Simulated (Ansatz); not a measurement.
The same path of AlClFGeH₅O (10 atoms, charge 0, multiplicity 1) was run twice with different band settings. Lost on the way: Ge1–H2, F3–Al7, O6–H10. Made: Ge1–F3, H2–H10.

These are results of Ansatz, RKS B3LYP/def2-SVP, not measurements.

Relaxed end points:

```xyz
10
Properties=species:S:1:pos:R:3
Ge -0.189 0.265 0.233
H -0.286 -1.012 1.057
F 2.098 -0.117 0.549
Cl -2.219 1.125 0.255
H 0.251 0.314 -1.223
O 0.594 1.649 1.223
Al 2.480 1.326 1.471
H 2.737 1.045 3.008
H 3.280 2.411 0.640
H -0.012 2.357 1.488
```

```xyz
10
Properties=species:S:1:pos:R:3
Ge 0.283 0.638 -0.505
H -0.805 -0.723 3.223
F 1.431 -0.306 -1.407
Cl -0.168 2.373 -1.707
H -0.959 -0.210 -0.244
O 1.072 1.127 0.968
Al 2.384 2.008 1.657
H 3.365 2.799 0.707
H 2.493 1.951 3.228
H -0.361 -0.293 2.779
```

Common settings: spring 5.0 eV/Å²; optimiser quadratic models (default); start path through a guess of the saddle point; force threshold 0.05 eV/Å; iteration limit 60; end points relaxed.

| run | movable images | climbing image |
| --- | --- | --- |
| 1 | 7 | yes |
| 2 | 3 | no |

**Question.** What does each run give, and how far can it be trusted?

**Answer.** Run 1: converged after 31 iterations, highest image 1.245 eV above the first end. The profile has 3 maxima (images 1, 3, 5) with wells between them (images 2, 4): this band takes more than one step, which may be the mechanism or a detour left from its start path. A vibrational analysis at the climbing image gives one clearly imaginary mode, 83i cm⁻¹: a first-order saddle point.
Run 2: converged after 43 iterations, highest image 1.184 eV above the first end. No image climbed, so the highest image needn't sit at the top of the path. So few images can step over the top or miss a turn of the path.
The orbitals stay closed-shell, which can raise the energy where a bond breaks towards radicals; this wasn't checked here.
